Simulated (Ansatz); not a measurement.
Cost and result for the atomization energy of `[BH2][SnH]([OH])[OH]` (9 atoms, 8 bonds).

Cartesian coordinates in Å:
```
B -1.232 0.899 1.170
Sn 0.440 -0.038 0.000
O 0.266 0.692 -1.824
O 0.000 -1.960 -0.058
H -2.339 0.810 0.741
H -1.036 1.470 2.197
H 2.103 0.071 0.414
H 1.051 0.577 -2.364
H 0.747 -2.521 -0.277
```

Total charge 0; spin multiplicity 1. Correlated methods include outer-core shells of Sn, which these sets cover unevenly. Sn takes the def2 core potential. The geometry is a stationary point of PBE0-D4/def2-TZVP. It is one conformer, not always the lowest. Program: Ansatz. All runs use 4 threads of an Arm Neoverse V1 on a shared host. Times are those of one run each, without the atoms' runs, and a repeat can differ threefold. Electronic energies, without spin–orbit coupling; frozen cores. CCSD(T)/CBS adds CCSD(T) − MP2 in def2-TZVPP to the MP2 limit, and its time is that of the two runs behind it. T1 = 0.014. With those shells the extrapolation isn't a true limit. B3LYP takes the VWN-RPA correlation (the form of Gaussian; ORCA's B3LYP/G).

CCSD(T)/CBS is a level of theory with its own doubt, some kJ/mol a heavy atom from the limit and from the frozen cores, so smaller differences don't rank the functionals.

```json
{"level": "PBE-D4/def2-TZVPP (with forces)", "functions": "213", "wall time": "1.9 s", "atomization (kcal/mol)": "680.4", "difference from CCSD(T)/CBS": "0.5", "per bond": "0.1"}
{"level": "PBE0-D4/def2-TZVPP", "functions": "213", "wall time": "2 s", "atomization (kcal/mol)": "663.7", "difference from CCSD(T)/CBS": "-16.2", "per bond": "-2.0"}
{"level": "B3LYP-D4/def2-TZVPP (with forces)", "functions": "213", "wall time": "3.1 s", "atomization (kcal/mol)": "670.2", "difference from CCSD(T)/CBS": "-9.7", "per bond": "-1.2"}
{"level": "r2SCAN-D4/def2-TZVPP (with forces)", "functions": "213", "wall time": "3.8 s", "atomization (kcal/mol)": "673.5", "difference from CCSD(T)/CBS": "-6.4", "per bond": "-0.8"}
{"level": "B2PLYP/def2-TZVPP", "functions": "213", "wall time": "4.2 s", "atomization (kcal/mol)": "664.6", "difference from CCSD(T)/CBS": "-15.3", "per bond": "-1.9"}
{"level": "ωB97X-V/def2-TZVPP", "functions": "213", "wall time": "6 s", "atomization (kcal/mol)": "676.9", "difference from CCSD(T)/CBS": "-3.0", "per bond": "-0.4"}
{"level": "ωB97M-V/def2-TZVPP (with forces)", "functions": "213", "wall time": "8.5 s", "atomization (kcal/mol)": "673.7", "difference from CCSD(T)/CBS": "-6.2", "per bond": "-0.8"}
{"level": "MP2/def2-QZVPP", "functions": "403", "wall time": "13 s", "atomization (kcal/mol)": "681.0", "difference from CCSD(T)/CBS": "1.1", "per bond": "0.1"}
{"level": "CCSD(T)/def2-TZVPP", "functions": "213", "wall time": "120 s", "atomization (kcal/mol)": "657.2", "difference from CCSD(T)/CBS": "-22.7", "per bond": "-2.8"}
{"level": "CCSD(T)/CBS(def2)", "functions": "–", "wall time": "2.1 min", "atomization (kcal/mol)": "679.9", "difference from CCSD(T)/CBS": "0.0", "per bond": "0.0"}
```

In def2-TZVPP, CCSD(T) changes the Hartree–Fock value by +192.7 kcal/mol (the triples alone add +11.2 kcal/mol) and MP2 by +202.9 kcal/mol; breaking electron pairs costs correlation energy, which Hartree–Fock lacks. From PBE to PBE0 (25 % exact exchange), in def2-TZVPP and without D4, the atomization energy moves by −16.2 kcal/mol: exact exchange takes away binding that semilocal exchange gives to molecules. The D4 term adds +5.9 kcal/mol with B3LYP and +3.1 kcal/mol with PBE0; it sums over pairs of atoms, weighted by their polarisabilities, and B3LYP, whose exchange is more repulsive, gets the larger term.

Spin–orbit coupling would lower the free Sn atoms strongly, and the atomization energy with them, by more than many differences here. For some Ge, Se and Sn compounds the MP2-based and the directly extrapolated limit differ by 10 to 25 kJ/mol.
